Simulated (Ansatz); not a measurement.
Ge₂₄H₃₀, a nanocrystal cut from hexagonal germanium. The state is a singlet with charge 0. Geometry PBE-D4/def2-SVP.

```xyz
54

Ge    4.469    0.323    1.082
Ge    4.831   -2.035    0.493
Ge    1.765    3.324    1.341
Ge    0.962    4.554   -0.618
Ge    2.126    0.959    0.746
Ge    1.524    0.564   -1.599
Ge    2.723   -3.029   -0.258
Ge    1.878   -1.801   -2.202
Ge   -1.157    3.575   -1.357
Ge   -0.814    1.211   -1.966
Ge   -1.390    0.824   -4.316
Ge   -0.231   -2.776   -2.982
Ge   -1.043   -1.531   -4.928
Ge    0.124    3.479    3.151
Ge    0.700   -0.494    2.114
Ge    1.049   -2.863    1.525
Ge   -1.991    2.507    2.391
Ge   -2.814    3.733    0.438
Ge   -1.651    0.137    1.804
Ge   -2.197   -0.245   -0.557
Ge   -1.072   -3.855    0.804
Ge   -1.858   -2.613   -1.157
Ge   -3.058   -1.315    3.188
Ge   -2.720   -3.678    2.607
H     5.378    1.233    0.204
H     4.858    0.563    2.571
H     5.896   -2.140   -0.638
H     5.371   -2.812    1.729
H     3.126    3.927    1.816
H     2.012    4.456   -1.763
H     0.770    6.060   -0.270
H     2.436    1.449   -2.507
H     2.919   -4.530   -0.642
H     2.933   -1.861   -3.352
H    -1.675    4.340   -2.617
H    -0.511    1.741   -5.217
H    -2.878    1.218   -4.551
H    -0.004   -4.279   -3.337
H    -0.007   -1.628   -6.087
H    -2.381   -2.149   -5.432
H    -0.081    4.965    3.570
H     0.641    2.697    4.393
H     1.078   -0.297    3.617
H     1.567   -3.613    2.793
H    -3.046    2.585    3.540
H    -3.074    5.224    0.805
H    -4.161    3.114   -0.038
H    -3.700    0.115   -0.787
H    -0.835   -5.346    0.408
H    -3.227   -3.201   -1.629
H    -2.715   -1.084    4.690
H    -4.552   -0.927    2.981
H    -2.223   -4.464    3.855
H    -4.069   -4.309    2.153
```

Single mean-field runs in def2-SVP are fitted with def2-universal-jkfit.

(1) Estimate the orbital energies around the gap (eV) in Ansatz with PBE-D4/def2-SVP, r2SCAN-D4/def2-SVP, PBE0-D4/def2-SVP.

## Answers

(1) 
```
orbital  PBE-D4/def2-SVP  r2SCAN-D4/def2-SVP  PBE0-D4/def2-SVP
 HOMO−5            -6.08               -6.34             -6.99
 HOMO−4            -6.08               -6.34             -6.99
 HOMO−3            -6.06               -6.33             -6.99
 HOMO−2            -5.95               -6.20             -6.87
 HOMO−1            -5.79               -6.04             -6.70
   HOMO            -5.79               -6.04             -6.70
   LUMO            -2.18               -2.07             -1.52
 LUMO+1            -2.05               -1.93             -1.37
 LUMO+2            -2.05               -1.93             -1.37
 LUMO+3            -1.83               -1.72             -1.15
 LUMO+4            -1.83               -1.72             -1.15
 LUMO+5            -1.79               -1.68             -1.13
```
